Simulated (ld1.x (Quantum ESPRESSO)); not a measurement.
**C: ultrasoft pseudisation with LDA (PZ), non-relativistic reference atom.**

ld1.x (Quantum ESPRESSO) 7.5 was run on this input:

```
&input
   title='C', zed=6., rel=0, dft='PZ', iswitch=3,
   config='[He] 2s2 2p0.5 3d-2',
   nld=3, rlderiv=2.65, eminld=-4.0, emaxld=5.0, deld=0.02
 /
 &inputp
   pseudotype=3, tm=.true., lloc=-1, rcloc=1.75,
   nlcc=.true., new_core_ps=.true.,
   which_augfun='PSQ', rmatch_augfun=0.85,
   file_pseudopw='C.UPF', file_wfcaegen='ae.wfc', file_wfcncgen='nc.wfc', file_beta='beta', file_chi='chi', file_wfcusgen='us.wfc'
 /
6
2S  1  0   2.00   0.00  1.05  1.40  0.0
2S  1  0   0.00  -1.70  1.05  1.40  0.0
2P  2  1   0.50   0.00  2.20  2.45  0.0
2P  2  1   0.00  -1.30  2.20  2.45  0.0
3D  3  2  -2.00   0.30  2.00  2.45  0.0
3D  3  2  -2.00   1.05  2.00  2.45  0.0
 &test
   configts(1)='2s2 2p0.5'
 /
```

Command:

```bash
ld1.x < C.in > C.out
```

Output (shortened: banner, matrices, multipoles, cross overlaps and the repeated all-electron block are left out):

```
Program LD1 v.7.5
     --------------------------- All-electron run ----------------------------

     C

     atomic number is  6.00
     dft =PZ   lsd =0 sic =0 latt =0  beta=0.20 tr2=1.0E-14
     Exchange-correlation= PZ
                           (   1   1   0   0   0   0   0)
     mesh =1073 r(mesh) = 100.30751 a.u. xmin = -7.00 dx = 0.01250
     1 Ry =  13.60569312 eV

     n l     nl                  e(Ry)          e(Ha)          e(eV)
     1 0     1S 1( 2.00)       -21.6951       -10.8475      -295.1762
     2 0     2S 1( 2.00)        -2.3956        -1.1978       -32.5933
     2 1     2P 1( 0.50)        -1.7750        -0.8875       -24.1505

     final scf error:  6.1E-15 reached in  24 iterations

     Etot =     -73.284409 Ry,     -36.642204 Ha,    -997.085177 eV

     Ekin =      72.894907 Ry,      36.447454 Ha,     991.785736 eV
     Encl =    -164.649572 Ry,     -82.324786 Ha,   -2240.171551 eV
     Eh   =      26.893630 Ry,      13.446815 Ha,     365.906471 eV
     Exc  =      -8.423373 Ry,      -4.211687 Ha,    -114.605833 eV

     normalization and overlap integrals

     s(1S/1S) =  1.000000  <r> =   0.2725  <r2> =    0.1005  r(max) =   0.1752
     s(2S/2S) =  1.000000  <r> =   1.4176  <r2> =    2.3812  r(max) =   1.1569
     s(2P/2P) =  1.000000  <r> =   1.3996  <r2> =    2.4272  r(max) =   1.0600

     ------------------------ End of All-electron run ------------------------

     --------------------- Generating US pseudopotential ---------------------

      Generating local potential from pseudized AE potential:
      Matching radius rcloc =   1.7500

      Local pseudo, rcloc= 1.748 Estimated cut-off energy=     7.48 Ry

      Computing core charge for nlcc:

       r > 0.55 : true rho core
      Core charge pseudized with two Bessel functions
      Integrated core pseudo-charge :   1.06
      Wfc-us  2S rcutus= 1.395  Estimated cut-off energy=    23.90 Ry
      Wfc-us  2S rcutus= 1.395  Estimated cut-off energy=    25.57 Ry
      Wfc-us  2P rcutus= 2.480  Estimated cut-off energy=    13.52 Ry
      Wfc-us  2P rcutus= 2.480  Estimated cut-off energy=    22.76 Ry
      Wfc-us  3D rcutus= 2.480  Estimated cut-off energy=    18.47 Ry
      Wfc-us  3D rcutus= 2.480  Estimated cut-off energy=    20.62 Ry

     Q pseudized with Bessel functions
     Expected ecutrho=     480.8317 due to l1=  2   l2=  2

     ------------------- End of pseudopotential generation -------------------

     Computing logarithmic derivative in   2.65650
     Computing logarithmic derivative in   2.65650
     Computing the partial wave expansion
     R is outside the sphere for l=    0 j= 0.00
     R is outside the sphere for l=    0 j= 0.00
     R is outside the sphere for l=    1 j= 0.00
     R is outside the sphere for l=    1 j= 0.00
     R is outside the sphere for l=    2 j= 0.00
     R is outside the sphere for l=    2 j= 0.00

     ---------------------- Testing the pseudopotential ----------------------

     C

     atomic number is  6.00   valence charge is  4.00
     dft =PZ   lsd =0 sic =0 latt =0  beta=0.20 tr2=1.0E-14
     mesh =1073 r(mesh) = 100.30751 xmin = -7.00 dx = 0.01250

     n l     nl             e AE (Ry)        e PS (Ry)    De AE-PS (Ry)
     1 0     2S   1( 2.00)       -2.39557       -2.39557        0.00000
     2 1     2P   1( 0.50)       -1.77503       -1.77503        0.00000

     eps = 1.1E-26  iter =  1

     Etot =     -73.284409 Ry,     -36.642204 Ha,    -997.085177 eV
     Etotps =   -11.211974 Ry,      -5.605987 Ha,    -152.546681 eV

     Ekin =       3.053635 Ry,       1.526818 Ha,      41.546826 eV
     Encl =     -15.065001 Ry,      -7.532501 Ha,    -204.969782 eV
     Ehrt =       3.994273 Ry,       1.997137 Ha,      54.344858 eV
     Ecxc =      -3.948070 Ry,      -1.974035 Ha,     -53.716224 eV
     (Ecc =      -2.011876 Ry,      -1.005938 Ha,     -27.372969 eV)
     Epseu=       0.753188 Ry,       0.376594 Ha,      10.247641 eV

     ---------------------- End of pseudopotential test ----------------------
```

Generation and configuration tests took about 0.85 s on one core of a shared server CPU.

Transferability test of the new file with ld1.x, input:

```
&input
   title='C', zed=6., rel=0, dft='PZ', iswitch=2,
   config='[He] 2s2 2p0.5 3d-2'
 /
 &test
   file_pseudo='C.UPF', nconf=10,
   configts(1)='2s2 2p0.5',
   configts(2)='2s2 2p2',
   configts(3)='2s2 2p1',
   configts(4)='2s2 2p0',
   configts(5)='2s2 2p2.3',
   configts(6)='2s2 2p1.5',
   configts(7)='2s1 2p0',
   configts(8)='2s1 2p3',
   configts(9)='2s2 2p0.5', lsdts(9)=1,
   configts(10)='2s2 2p2', lsdts(10)=1
 /
```

```bash
ld1.x < C.test.in > C.test.out
```

Pseudopotential blocks of its output, shortened (energy terms left out):

```
     ---------------------- Testing the pseudopotential ----------------------

     n l     nl             e AE (Ry)        e PS (Ry)    De AE-PS (Ry)
     1 0     2S   1( 2.00)       -2.39557       -2.39557        0.00000
     2 1     2P   1( 0.50)       -1.77503       -1.77503        0.00000

     eps = 3.6E-24  iter =  1

     Etot =     -73.284409 Ry,     -36.642204 Ha,    -997.085177 eV
     Etotps =   -11.211974 Ry,      -5.605987 Ha,    -152.546681 eV

     ---------------------- End of pseudopotential test ----------------------

          ---------------------- Testing the pseudopotential ----------------------

     n l     nl             e AE (Ry)        e PS (Ry)    De AE-PS (Ry)
     1 0     2S   1( 2.00)       -1.00195       -1.00193       -0.00002
     2 1     2P   1( 2.00)       -0.39860       -0.39720       -0.00139

     eps = 6.2E-15  iter = 15

     Etot =     -74.848524 Ry,     -37.424262 Ha,   -1018.366055 eV
     Etotps =   -12.774235 Ry,      -6.387117 Ha,    -173.802315 eV
     dEtot_ae =      -1.564116 Ry
     dEtot_ps =      -1.562260 Ry,   Delta E=      -0.001855 Ry

     ---------------------- End of pseudopotential test ----------------------

          ---------------------- Testing the pseudopotential ----------------------

     n l     nl             e AE (Ry)        e PS (Ry)    De AE-PS (Ry)
     1 0     2S   1( 2.00)       -1.88106       -1.88064       -0.00042
     2 1     2P   1( 1.00)       -1.25871       -1.25758       -0.00113

     eps = 3.7E-17  iter =  7

     Etot =     -74.040663 Ry,     -37.020332 Ha,   -1007.374544 eV
     Etotps =   -11.967947 Ry,      -5.983973 Ha,    -162.832210 eV
     dEtot_ae =      -0.756254 Ry
     dEtot_ps =      -0.755972 Ry,   Delta E=      -0.000282 Ry

     ---------------------- End of pseudopotential test ----------------------

          ---------------------- Testing the pseudopotential ----------------------

     n l     nl             e AE (Ry)        e PS (Ry)    De AE-PS (Ry)
     1 0     2S   1( 2.00)       -2.95128       -2.95112       -0.00016
     2 1     2P   1( 0.00)       -2.34087       -2.34123        0.00036

     eps = 1.1E-15  iter =  7

     Etot =     -72.257381 Ry,     -36.128691 Ha,    -983.111752 eV
     Etotps =   -10.184784 Ry,      -5.092392 Ha,    -138.571050 eV
     dEtot_ae =       1.027028 Ry
     dEtot_ps =       1.027190 Ry,   Delta E=      -0.000162 Ry

     ---------------------- End of pseudopotential test ----------------------

          ---------------------- Testing the pseudopotential ----------------------

     n l     nl             e AE (Ry)        e PS (Ry)    De AE-PS (Ry)
     1 0     2S   1( 2.00)       -0.78741       -0.78792        0.00051
     2 1     2P   1( 2.30)       -0.19427       -0.19342       -0.00085

     eps = 8.6E-15  iter = 16

     Etot =     -74.936721 Ry,     -37.468360 Ha,   -1019.566026 eV
     Etotps =   -12.862090 Ry,      -6.431045 Ha,    -174.997649 eV
     dEtot_ae =      -1.652312 Ry
     dEtot_ps =      -1.650116 Ry,   Delta E=      -0.002196 Ry

     ---------------------- End of pseudopotential test ----------------------

          ---------------------- Testing the pseudopotential ----------------------

     n l     nl             e AE (Ry)        e PS (Ry)    De AE-PS (Ry)
     1 0     2S   1( 2.00)       -1.41380       -1.41327       -0.00053
     2 1     2P   1( 1.50)       -0.79752       -0.79578       -0.00174

     eps = 5.6E-15  iter = 11

     Etot =     -74.552295 Ry,     -37.276147 Ha,   -1014.335644 eV
     Etotps =   -12.478823 Ry,      -6.239412 Ha,    -169.783043 eV
     dEtot_ae =      -1.267886 Ry
     dEtot_ps =      -1.266849 Ry,   Delta E=      -0.001037 Ry

     ---------------------- End of pseudopotential test ----------------------

          ---------------------- Testing the pseudopotential ----------------------

     n l     nl             e AE (Ry)        e PS (Ry)    De AE-PS (Ry)
     1 0     2S   1( 1.00)       -4.10449       -4.10019       -0.00430
     2 1     2P   1( 0.00)       -3.53359       -3.52888       -0.00470

     eps = 1.0E-14  iter =  4

     Etot =     -68.733239 Ry,     -34.366620 Ha,    -935.163361 eV
     Etotps =    -6.662637 Ry,      -3.331318 Ha,     -90.649790 eV
     dEtot_ae =       4.551170 Ry
     dEtot_ps =       4.549338 Ry,   Delta E=       0.001832 Ry

     ---------------------- End of pseudopotential test ----------------------

          ---------------------- Testing the pseudopotential ----------------------

     n l     nl             e AE (Ry)        e PS (Ry)    De AE-PS (Ry)
     1 0     2S   1( 1.00)       -1.03416       -1.03353       -0.00063
     2 1     2P   1( 3.00)       -0.42824       -0.42679       -0.00145

     eps = 5.2E-15  iter = 19

     Etot =     -74.243874 Ry,     -37.121937 Ha,   -1010.139359 eV
     Etotps =   -12.168483 Ry,      -6.084241 Ha,    -165.560642 eV
     dEtot_ae =      -0.959465 Ry
     dEtot_ps =      -0.956509 Ry,   Delta E=      -0.002956 Ry

     ---------------------- End of pseudopotential test ----------------------

          ---------------------- Testing the pseudopotential ----------------------

     n l     nl             e AE (Ry)        e PS (Ry)    De AE-PS (Ry)
     1 0     2S   1( 1.00)       -2.42612       -2.42674        0.00062
     2 1     2P   1( 0.50)       -1.80659       -1.80655       -0.00004
     1 0     2S   2( 1.00)       -2.35886       -2.35831       -0.00055
     2 1     2P   2( 0.00)       -1.73721       -1.73732        0.00011

     eps = 7.7E-17  iter =  7

     Etot =     -73.293061 Ry,     -36.646530 Ha,    -997.202890 eV
     Etotps =   -11.220607 Ry,      -5.610303 Ha,    -152.664133 eV
     dEtot_ae =      -0.008652 Ry
     dEtot_ps =      -0.008633 Ry,   Delta E=      -0.000019 Ry

     ---------------------- End of pseudopotential test ----------------------

          ---------------------- Testing the pseudopotential ----------------------

     n l     nl             e AE (Ry)        e PS (Ry)    De AE-PS (Ry)
     1 0     2S   1( 1.00)       -1.05892       -1.05988        0.00096
     2 1     2P   1( 2.00)       -0.45169       -0.44998       -0.00171
     1 0     2S   2( 1.00)       -0.87736       -0.87641       -0.00096
     2 1     2P   2( 0.00)       -0.28506       -0.28381       -0.00125

     eps = 1.1E-15  iter = 12

     Etot =     -74.931478 Ry,     -37.465739 Ha,   -1019.494688 eV
     Etotps =   -12.856980 Ry,      -6.428490 Ha,    -174.928124 eV
     dEtot_ae =      -1.647069 Ry
     dEtot_ps =      -1.645006 Ry,   Delta E=      -0.002063 Ry

     ---------------------- End of pseudopotential test ----------------------
```
